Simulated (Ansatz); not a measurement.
Relaxation of H₉N₂O₄Ta (16 atoms, charge 0, multiplicity 1), to a largest force component of 0.03 eV/Å in at most 50 steps.

The calculation used RHF/def2-SVP (Ansatz).

```xyz
16
Properties=species:S:1:pos:R:3
Ta -0.191 0.070 0.231
O 1.751 0.467 0.342
H 2.327 0.858 0.979
N -0.027 -0.095 2.243
H -0.751 -0.420 2.855
H 0.810 0.082 2.770
O 0.075 -0.854 -1.408
H -0.037 -1.582 -1.991
O -0.844 1.777 -0.203
H -1.189 2.570 0.168
O -1.856 -0.837 0.533
H -2.394 -1.294 1.155
N 1.747 -2.626 0.791
H 1.188 -3.007 0.048
H 1.174 -2.504 1.607
H 2.117 -1.712 0.503
```

**Question.** Where does it end, and by what steps?

**Answer.** It converged. The force dipped under the threshold on the way, but the program's further checks kept it going. After 27 steps the energy has fallen by 0.349 eV; H16 moved furthest, 1.31 Å.

```tsv
step	energy less start (eV)	largest force component (eV/Å)	accepted
0	0.0000	1.076	yes
1	-0.0895	0.349	yes
2	-0.1200	0.169	yes
3	-0.1447	0.434	yes
4	-0.1693	0.675	yes
5	-0.1872	0.485	yes
6	-0.2436	0.549	yes
7	-0.2804	0.376	yes
8	-0.3084	0.307	yes
9	-0.3274	0.127	yes
10	-0.3267	0.281	no
11	-0.3292	0.351	yes
12	-0.3359	0.031	yes
13	-0.3308	0.604	no
14	-0.3384	0.034	yes
15	-0.3402	0.142	yes
16	-0.3399	0.372	no
17	-0.3422	0.063	yes
18	-0.3438	0.050	yes
19	-0.3450	0.149	yes
20	-0.3428	0.441	no
21	-0.3471	0.044	yes
22	-0.3481	0.015	yes
23	-0.3477	0.161	no
24	-0.3484	0.030	yes
25	-0.3485	0.049	yes
26	-0.3486	0.033	yes
27	-0.3487	0.007	yes
```

```xyz
16
Properties=species:S:1:pos:R:3
Ta -0.227 0.313 0.377
O 1.576 0.868 0.408
H 2.449 1.207 0.373
N -0.058 -0.241 2.287
H -0.800 -0.631 2.835
H 0.775 -0.117 2.830
O 0.128 -0.961 -1.033
H -0.515 -1.530 -1.428
O -0.829 2.090 -0.050
H -1.723 2.384 -0.122
O -2.047 -0.292 0.449
H -2.905 -0.626 0.627
N 2.067 -3.173 0.732
H 1.639 -2.750 -0.074
H 1.456 -2.985 1.509
H 2.917 -2.664 0.905
```

Whether the end is a true minimum wasn't checked by a vibrational analysis.

Time of the run: 51 s on 4 threads of Arm Neoverse V2, on a shared host, peak memory 0.48 GiB.
